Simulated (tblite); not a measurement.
C6H8NOP.
Z-matrix (Å and degrees, GFN2-xTB geometry), rows numbered from 1:
```
C 
P   1  1.8220
O   2  1.4657  1  115.47
C   2  1.8147  1  105.68  3   127.23
C   4  1.3870  2  120.38  1  -128.41
C   5  1.3859  4  118.19  2  -179.91
C   6  1.3860  5  118.46  4    -0.14
C   7  1.3893  6  118.58  5     0.01
N   8  1.3196  7  123.33  6     0.09
H   1  1.0888  2  108.39  3    62.16
H   1  1.0897  2  108.16  3   -55.67
H   1  1.0853  2  110.46  3  -176.51
H   2  1.3947  1  102.94  3  -125.66
H   5  1.0795  4  119.02  2     0.06
H   6  1.0806  5  120.82  4   179.80
H   7  1.0790  6  121.07  5  -179.94
H   8  1.0824  7  121.09  6  -179.85
```

Computed values, GFN2-xTB/tblite, gas phase, harmonic and unscaled. The method is semi-empirical: single wavenumbers can be off by several per cent or more. Modes of hydrogen on phosphorus can be 10 to 20 % off. One conformer, not necessarily the lowest.

Harmonic wavenumbers (cm⁻¹): 37.6, 99.0, 121.9, 175.5, 222.8, 300.5, 333.9, 362.1, 406.8, 446.6, 594.1, 691.2, 700.5, 735.3, 752.0, 791.9, 831.8, 896.6, 916.0, 920.7, 936.9, 957.2, 1003.1, 1082.8, 1108.1, 1152.6, 1164.7, 1240.2, 1269.6, 1290.1, 1305.5, 1396.2, 1412.6, 1424.9, 1428.6, 1561.3, 1570.1, 2284.7, 2995.8, 3003.9, 3046.3, 3057.9, 3073.6, 3092.6, 3096.8.

A = 3158, B = 964.9, C = 786.8 MHz; mass 141.034 u (most abundant isotopes); point group C1, symmetry number 1.

What is the zero-point energy?

½Σν̃ = 27646 cm⁻¹ = 330.72 kJ/mol.

Give the ideal-gas entropy at 350 K and 1 bar in the rigid-rotor, harmonic-oscillator model (classical rotation).

Translation 173.91, rotation 124.53, vibration 124.38: S = 422.8 J/(mol K).

And Cp and H(350 K) − H(0)?

Cp = 169.96 J/(mol K), of which vibrations give 136.70 (their classical limit is 45 R = 374.2); H(350 K) − H(0) = 34.79 kJ/mol without the zero-point energy, 23.15 from vibrations.

How do the functions run with temperature in this model?

| T (K) | S (J/(mol K)) | Cp (J/(mol K)) | H − H(0) (kJ/mol) | G − H(0) (kJ/mol) | ln q(vib) |
| --- | --- | --- | --- | --- | --- |
| 100 | 286.5 | 70.3 | 5.06 | -23.59 | 1.49 |
| 200 | 346.7 | 107.9 | 13.95 | -55.39 | 3.65 |
| 300 | 398.2 | 149.5 | 26.80 | -92.66 | 5.87 |
| 500 | 492.7 | 222.5 | 64.42 | -181.93 | 10.44 |
| 800 | 613.3 | 288.9 | 142.15 | -348.46 | 17.19 |
| 1000 | 680.8 | 316.2 | 202.82 | -478.02 | 21.40 |

q(vib) and H(0) count from the zero-point level.

Blend soft modes into free rotors: weight 1/[1 + (100 cm⁻¹/ν̃)⁴] for the oscillator and the rest for a rotor with moment μB/(μ + B), μ = h/(8π²ν), B = 10⁻⁴⁴ kg m². What vibrational entropy results?

114.94 J/(mol K) in place of 124.38, which changes −T·S at 350 K by +3.30 kJ/mol.

Hindered rotation and anharmonicity are outside this model. Other conformers, if any are populated, would add a mixing term that is left out. The structure is chiral; the term R ln 2 for an equal mix with its mirror image is left out.
